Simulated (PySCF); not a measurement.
C8H7FO2.
Bonds: C1–O2, O2–C3, C3–O4 (double), C3–C5, C5–C6 (aromatic), C6–C7 (aromatic), C7–C8 (aromatic), C8–F9, C8–C10 (aromatic), C10–C11 (aromatic), C5–C11 (aromatic). Hydrogens: H12, H13, H14 on C1; H15 on C6; H16 on C7; H17 on C10; H18 on C11.

The calculation used PBE0-D3(BJ)/def2-SVP geometry optimisation, gas phase (PySCF).

Question: What internal coordinates does the optimisation give?

Answer: 
```json
{"bond": "C1–O2", "length (pm)": "141.6", "order": "single"}
{"bond": "O2–C3", "length (pm)": "133.9", "order": "single"}
{"bond": "C3=O4", "length (pm)": "120.6", "order": "double"}
{"bond": "C3–C5", "length (pm)": "148.5", "order": "single"}
{"bond": "C5–C6, C5–C11", "length (pm)": "139.9", "order": "aromatic"}
{"bond": "C6–C7, C10–C11", "length (pm)": "139.0", "order": "aromatic"}
{"bond": "C7–C8, C8–C10", "length (pm)": "139.2", "order": "aromatic"}
{"bond": "C8–F9", "length (pm)": "132.9", "order": "single"}
{"bond": "C1–H12, C1–H13, C1–H14", "length (pm)": "109.9", "order": "single"}
{"bond": "C6–H15, C11–H18", "length (pm)": "109.1", "order": "single"}
{"bond": "C7–H16, C10–H17", "length (pm)": "109.1", "order": "single"}
```

Bonds in one row agree within 1 pm and their mean is given. Orders are formal, as drawn. A selection of angles:
```json
{"angle": "O2–C1–H12", "degrees": "110.9"}
{"angle": "O2–C1–H14", "degrees": "106.3"}
{"angle": "H12–C1–H13", "degrees": "108.2"}
{"angle": "H12–C1–H14", "degrees": "110.2"}
{"angle": "C1–O2–C3", "degrees": "115.8"}
{"angle": "O2–C3–O4", "degrees": "123.1"}
{"angle": "O2–C3–C5", "degrees": "112.5"}
{"angle": "O4–C3–C5", "degrees": "124.4"}
{"angle": "C3–C5–C6", "degrees": "117.9"}
{"angle": "C3–C5–C11", "degrees": "122.4"}
{"angle": "C6–C5–C11", "degrees": "119.7"}
{"angle": "C5–C6–C7", "degrees": "120.5"}
{"angle": "C5–C6–H15", "degrees": "118.3"}
{"angle": "C7–C6–H15", "degrees": "121.1"}
{"angle": "C6–C7–C8", "degrees": "118.6"}
{"angle": "C6–C7–H16", "degrees": "121.9"}
{"angle": "C8–C7–H16", "degrees": "119.4"}
{"angle": "C7–C8–F9", "degrees": "118.9"}
{"angle": "C7–C8–C10", "degrees": "122.0"}
{"angle": "C10–C11–H18", "degrees": "120.4"}
{"angle": "C5–C11–C10", "degrees": "120.3"}
{"angle": "C5–C11–H18", "degrees": "119.3"}
```

Dihedral angles: C1–O2–C3–O4 0° (synperiplanar); O2–C3–C5–C6 -179° (antiperiplanar). The mirror-image conformer, all signs reversed, is as good.

The C–C distances run from 1.389 Å (C6–C7, aromatic) to 1.485 Å (C3–C5, drawn single), a spread of 0.096 Å. The 11 heavy atoms lie in one plane (0.007 Å rms). Of the pairs four or more bonds apart, O2···H18 is among the closest relative to their van der Waals radii: 2.41 Å, 88 % of the sum of Bondi's values. The 6-membered ring C5–C6–C7–C8–C10–C11 has internal angles of 118.6° to 122.0°; it is planar, 0.00 Å rms from its mean plane, widest ring torsion 0°. The C–O distances run from 1.206 Å (C3=O4, drawn double) to 1.416 Å (C1–O2, drawn single), a spread of 0.210 Å.

Point group: near Cs, missed by 0.10 Å at most; the miss may be what the optimiser left on a soft mode. No frequency check. The numbers are those of one conformer.
